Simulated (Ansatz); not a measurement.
CH5Al (SMILES [CH3][AlH2]) moved off its minimum; all values from Ansatz (an electronic-structure program), cores frozen in correlated methods.
(charge 0, multiplicity 1)
```xyz
7

Al     0.0535    -0.3911    -0.4823
H     -1.3672    -0.4695    -1.5083
H      1.3574    -0.9500    -1.3260
C     -0.1159     0.4719     0.9885
H     -0.0751     1.6538     0.8831
H      0.8553     0.4834     1.6719
H     -0.8120     0.2226     1.7107
```

Forces at B3LYP/def2-TZVPP (eV/Å):

```tsv
atom	Fx	Fy	Fz
Al1	-0.545	-2.740	-6.678
H2	1.122	-0.066	0.951
H3	-0.407	0.248	0.741
C4	3.933	5.546	5.356
H5	-0.782	-2.137	-0.218
H6	-1.358	-0.567	-1.312
H7	-1.963	-0.284	1.160
```

### Question
Give the forces (eV/Å), the total energy and the dipole at CCSD(T)/cc-pV(T+d)Z.

### Answer

```
atom      Fx      Fy      Fz
----  ------  ------  ------
Al1   -0.522  -2.858  -6.915
H2     1.123  -0.068   0.952
H3    -0.387   0.237   0.729
C4     3.907   5.667   5.530
H5    -0.768  -2.134  -0.210
H6    -1.349  -0.557  -1.314
H7    -2.004  -0.286   1.227
```
Energy -282.9726 hartree, dipole 2.25 D.
